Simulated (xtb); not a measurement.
Se, charge +1, quartet. Base run: GFN0-xTB (xtb).

Here is a job for xtb.
```
$ xtb mol.xyz --gfn 0 --chrg 1 --uhf 3 --json

# file mol.xyz
1

Se     0.00000000     0.00000000     0.00000000
```

The base run was repeated with changes; each row names its change, and settings that it needs were set with it.

```json
[
 {"change": "base", "ΔE vs base (kcal/mol)": "0.000"},
 {"change": "acc = 30", "ΔE vs base (kcal/mol)": "0.000"},
 {"change": "acc = 0.0001", "ΔE vs base (kcal/mol)": "0.000"},
 {"change": "etemp = 1000", "ΔE vs base (kcal/mol)": "0.000"},
 {"change": "acc = 0.1", "ΔE vs base (kcal/mol)": "0.000"},
 {"change": "acc = 1000", "ΔE vs base (kcal/mol)": "0.000"}
]
```
